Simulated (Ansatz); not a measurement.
`NC(=O)[SiH2]Cl` + H–F → `NC(=O)[SiH2]F` + HCl  (ligand exchange at the Si–Cl bond)

Computed with Ansatz on PBE0-D4/def2-TZVP structures; ΔE is electronic, products minus reactants. CBS: MP2 limit from def2 TZ/QZ plus the TZ coupled-cluster correction, frozen cores. This one scheme is used for every species. Functionals use def2-TZVPP. B3LYP here is the variant with VWN-RPA as its local correlation; programs differ in this. Each species was taken in one conformer, which may not be the lowest.

| level | ΔE (kJ/mol) | difference from CCSD(T)/CBS |
| --- | --- | --- |
| r2SCAN-D4 | -33.6 | -2.5 |
| B3LYP-D4 | -36.1 | -5.0 |
| ωB97X-V | -35.8 | -4.7 |
| ωB97M-V | -34.5 | -3.4 |
| PBE | -29.2 | 1.9 |
| r2SCAN | -34.6 | -3.5 |
| B3LYP | -42.2 | -11.1 |
| HF/def2-TZVPP | -48.2 | -17.1 |
| SCS-MP2/def2-TZVPP | -37.2 | -6.1 |
| CCSD/def2-TZVPP | -38.6 | -7.5 |
| CCSD(T)/def2-TZVPP | -35.7 | -4.6 |
| HF/def2-QZVPP | -49.8 | -18.7 |
| MP2/def2-QZVPP | -28.5 | 2.6 |
| SCS-MP2/def2-QZVPP | -35.1 | -4.0 |
| MP2/CBS(def2) | -26.0 | 5.1 |
| CCSD/CBS(def2) | -34.0 | -2.9 |
| CCSD(T)/CBS | -31.1 | 0 |

Largest T1 diagnostic among the species: 0.015.

In def2-TZVPP, CCSD(T) changes the Hartree–Fock value by +12.5 kJ/mol (the triples alone add +2.8 kJ/mol) and MP2 by +17.7 kJ/mol. The D4 term adds +6.2 kJ/mol with B3LYP and +3.4 kJ/mol with PBE0; it sums over pairs of atoms, weighted by their polarisabilities, and B3LYP, whose exchange is more repulsive, gets the larger term.
